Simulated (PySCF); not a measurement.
C4H6F2, SMILES CC(C)=C(F)F.

Geometry optimised at PBE0-D3(BJ)/def2-SVP.

Computed with B3LYP/def2-TZVP (PySCF).

Symmetry labels are those of the subgroup C2v that the program uses (full group C2v).

Computed valence orbital energies around the gap with their symmetry:
| orbital | symmetry | energy (eV) |
|---|---|---|
| HOMO−7 | B2 | -12.12 |
| HOMO−6 | A1 | -12.08 |
| HOMO−5 | B1 | -11.98 |
| HOMO−4 | B2 | -11.09 |
| HOMO−3 | A2 | -10.82 |
| HOMO−2 | A1 | -10.58 |
| HOMO−1 | B2 | -10.09 |
| HOMO | B1 | -6.64 |
| LUMO | B1 | 0.67 |
| LUMO+1 | A1 | 0.82 |
| LUMO+2 | B2 | 1.84 |
| LUMO+3 | A1 | 2.20 |
